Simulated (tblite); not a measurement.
C₄H₆BN₃O.
Numbering: `[CH2:1]=[C:2]([C:3]#[N:4])[C:5](=[O:6])[NH:7][BH:8][NH2:9]` (hydrogens: H10, H11 on C1; H12 on N7; H13 on B8; H14, H15 on N9)

Computed with GFN2-xTB (tblite), gas phase: L-BFGS steps from a force-field or distance-geometry start until the largest atomic force falls under 0.01 eV/Å.

Step 13: E = -698.8222 eV
```
atom  x, y, z in Å  |  force x, y, z in eV/Å
C1     -2.8875    0.5352    0.0687    0.159  -0.104  -0.028
C2     -1.7393   -0.1363   -0.0962   -0.133   0.001  -0.005
C3     -1.7793   -1.4839   -0.5253   -0.039   0.396   0.101
N4     -1.8903   -2.5661   -0.8835    0.152  -0.275  -0.068
C5     -0.4340    0.5837    0.1601   -0.041  -0.082  -0.033
O6     -0.4621    1.7358    0.5283    0.022   0.039   0.009
N7      0.7094   -0.1222   -0.0692   -0.098  -0.005  -0.044
B8      2.0168    0.4545    0.1792   -0.188  -0.249   0.055
N9      3.1845   -0.1509   -0.2467   -0.083   0.060   0.317
H10    -2.8387    1.5666    0.3950   -0.082  -0.164  -0.060
H11    -3.8445    0.0707   -0.1196    0.066   0.144   0.068
H12     0.5869   -1.0849   -0.3674    0.055   0.190  -0.091
H13     2.0448    1.4312    0.7987    0.102   0.210   0.078
H14     3.2722   -0.9834   -0.7943   -0.085  -0.229  -0.105
H15     4.0566    0.1578    0.1392    0.192   0.068  -0.194
```

Step 14: E = -698.8384 eV
```
atom  x, y, z in Å  |  force x, y, z in eV/Å
C1     -2.8872    0.5351    0.0688    0.134  -0.080  -0.019
C2     -1.7401   -0.1354   -0.0976   -0.111  -0.037  -0.005
C3     -1.7689   -1.4833   -0.5219   -0.060   0.491   0.101
N4     -1.8690   -2.5646   -0.8828    0.142  -0.424  -0.106
C5     -0.4401    0.5877    0.1572    0.033  -0.112  -0.031
O6     -0.4718    1.7379    0.5283    0.046   0.127   0.040
N7      0.7043   -0.1144   -0.0747   -0.006  -0.085  -0.063
B8      2.0148    0.4536    0.1816   -0.170  -0.243   0.098
N9      3.1834   -0.1565   -0.2338   -0.099  -0.019   0.211
H10    -2.8257    1.5665    0.3964   -0.145  -0.188  -0.078
H11    -3.8428    0.0676   -0.1191    0.052   0.181   0.083
H12     0.5853   -1.0745   -0.3858    0.037   0.214  -0.067
H13     2.0443    1.4189    0.8121    0.094   0.326   0.102
H14     3.2390   -1.0025   -0.7703    0.035  -0.101  -0.047
H15     4.0700    0.1719    0.1087    0.019  -0.052  -0.221
```

Question: Estimate the geometry and energy of step 15. (The exact step hangs on the optimiser's Hessian estimate; all steps are aligned on step 14, rigid shifts and turns removed.)

Answer: E = -698.8517 eV, largest force 0.357 eV/Å
```
atom  x, y, z in Å  |  force x, y, z in eV/Å
C1     -2.8885    0.5350    0.0686    0.061  -0.046  -0.007
C2     -1.7439   -0.1348   -0.0991   -0.028  -0.050  -0.004
C3     -1.7664   -1.4808   -0.5197   -0.059   0.280   0.017
N4     -1.8502   -2.5640   -0.8820    0.140  -0.322  -0.067
C5     -0.4458    0.5885    0.1546    0.094  -0.057  -0.008
O6     -0.4793    1.7382    0.5281    0.061   0.119   0.042
N7      0.7001   -0.1105   -0.0786    0.066  -0.049  -0.036
B8      2.0125    0.4477    0.1884   -0.069  -0.131   0.148
N9      3.1843   -0.1693   -0.2105   -0.096   0.063   0.151
H10    -2.8229    1.5640    0.3964   -0.159  -0.121  -0.063
H11    -3.8438    0.0695   -0.1168    0.003   0.159   0.076
H12     0.5877   -1.0651   -0.4012   -0.006   0.121  -0.076
H13     2.0505    1.4153    0.8160    0.055   0.326   0.100
H14     3.2164   -1.0088   -0.7584    0.136  -0.123  -0.046
H15     4.0848    0.1831    0.0813   -0.199  -0.170  -0.227
```

The energy changes by -0.0133 eV. The first-order estimate −F·Δx gives -0.0194 eV and the mean of the old and new forces, exact on a quadratic surface, -0.0131 eV. The step makes an angle of 71° with the force vector and moves no atom by more than 0.033 Å.

What follows is the cost of the whole relaxation. The run took 0.52 s wall on one thread of an Intel Xeon Platinum 8375C at 2.90 GHz, on a shared host.
